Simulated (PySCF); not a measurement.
## C7H9N2: g tensor and hyperfine couplings

Species: C₇H₉N₂ (doublet state).
Geometry (GFN2-xTB, Å), atoms numbered from 1 in this order:
```xyz
18
C7H9N2 angstrom
C      3.4326   -0.2229    0.1276
C      2.4089    0.5202   -0.2534
C      1.0299    0.4000    0.3009
C      0.0482   -0.0774   -0.8037
C     -1.3049   -0.1455   -0.2427
N     -1.8096   -1.2548    0.3594
C     -3.0220   -0.9110    0.7339
C     -3.2424    0.4650    0.3596
N     -2.1566    0.9143   -0.2297
H      4.4164   -0.0947   -0.2908
H      3.3313   -0.9826    0.8853
H      2.5341    1.2707   -1.0230
H      0.6858    1.3720    0.6612
H      1.0076   -0.3124    1.1264
H      0.3569   -1.0660   -1.1443
H      0.0686    0.6381   -1.6265
H     -3.6837   -1.5811    1.2466
H     -4.1097    1.0743    0.5216
```

The hyperfine couplings belong to this conformer and change with its torsions.

As a line formula: `C=CCCC1=NC=C[N]1` [radical].

Theory: UKS B3LYP, pcH-1 on C H N, non-relativistic, mean-field spin-orbit, GIAO (PySCF 2.14.0). Geometry: GFN2-xTB, one conformer, isolated molecule. The geometry wasn't refined by DFT: couplings that depend on bond lengths, twists or pyramidal angles can differ widely from those at the functional's own minimum. No stability test was run, so a lower SCF solution isn't excluded.

- g1, g2, g3: 2.00210, 2.00213, 2.00299
- g_iso: 2.00241
- Form of g: close to axial: the two nearest values differ by 4 % of g3 − g1
- ⟨S²⟩: 0.7609 (exact 0.7500)
- Total energy: -381.61326 Eh

Hyperfine couplings atom by atom, in MHz; T1 to T3 are the principal values of the dipolar part; ρ(0) is the spin density at the nucleus:

| atom | isotope | a_iso | T1 | T2 | T3 | Mulliken spin population | ρ(0) (bohr⁻³) |
| --- | --- | --- | --- | --- | --- | --- | --- |
| C1 | 13C | 1.5 | -0.9 | -0.5 | 1.5 | 0.01 | 0.0013 |
| C2 | 13C | 2.7 | -1.5 | -0.7 | 2.3 | 0.00 | 0.0024 |
| C3 | 13C | 40.2 | -4.6 | -4.4 | 9.1 | 0.04 | 0.0358 |
| C4 | 13C | -16.5 | -2.3 | -0.4 | 2.7 | -0.04 | -0.0147 |
| C5 | 13C | 48.7 | -41.0 | -39.2 | 80.2 | 0.45 | 0.0433 |
| N6 | 14N | -3.8 | -2.7 | 1.1 | 1.6 | -0.07 | -0.0117 |
| C7 | 13C | 20.6 | -30.0 | -27.6 | 57.6 | 0.34 | 0.0183 |
| C8 | 13C | 20.4 | -29.9 | -27.5 | 57.4 | 0.34 | 0.0181 |
| N9 | 14N | -3.7 | -2.7 | 1.1 | 1.6 | -0.07 | -0.0116 |
| H10 | 1H | 1.4 | -0.7 | -0.4 | 1.0 | 0.00 | 0.0003 |
| H11 | 1H | 0.1 | -0.7 | -0.1 | 0.7 | 0.00 | 0.0000 |
| H12 | 1H | 0.2 | -1.1 | -0.5 | 1.5 | 0.00 | 0.0000 |
| H13 | 1H | -3.3 | -3.7 | -0.9 | 4.6 | 0.00 | -0.0007 |
| H14 | 1H | -3.0 | -3.6 | -0.9 | 4.5 | 0.00 | -0.0007 |
| H15 | 1H | 18.3 | -2.8 | -2.4 | 5.2 | 0.01 | 0.0041 |
| H16 | 1H | 21.0 | -2.9 | -2.3 | 5.2 | 0.01 | 0.0047 |
| H17 | 1H | -26.9 | -15.3 | -2.4 | 17.7 | -0.02 | -0.0060 |
| H18 | 1H | -26.8 | -15.2 | -2.4 | 17.6 | -0.02 | -0.0060 |

The Mulliken spin populations are largest on C5 (+0.45), C7 (+0.34), C8 (+0.34) and N6 (-0.07). Three atoms exceed +0.15. The positive populations add up to 1.20 and the negative ones to -0.20, together 2S = 1.

Axes: g3 points within 1° of the C7–C8 bond.

Under fast tumbling the dipolar parts average out, and these isotropic splittings remain (the largest six): 1 × 1H (H17, I = 1/2, 2 lines) with 0.96 mT, 1 × 1H (H18, I = 1/2, 2 lines) with 0.95 mT, 2 × 1H (H15/H16, I = 1/2, 3 lines) with 0.70 mT, 1 × 14N (N6, I = 1, 3 lines) with 0.14 mT, 1 × 14N (N9, I = 1, 3 lines) with 0.13 mT and 2 × 1H (H13/H14, I = 1/2, 3 lines) with 0.11 mT.

Nuclei that the bonding pattern makes equivalent are averaged, as if the motion that swaps them (rotation, inversion, ring flip) were fast.

The 13C coupling of C5 (48.7 MHz) shows only in satellite lines or after enrichment, since that isotope makes up about 1.07 % of natural carbon.

Examples of negative spin density at the nucleus (bohr⁻³): C4 (-0.0147), N6 (-0.0117) and N9 (-0.0116).
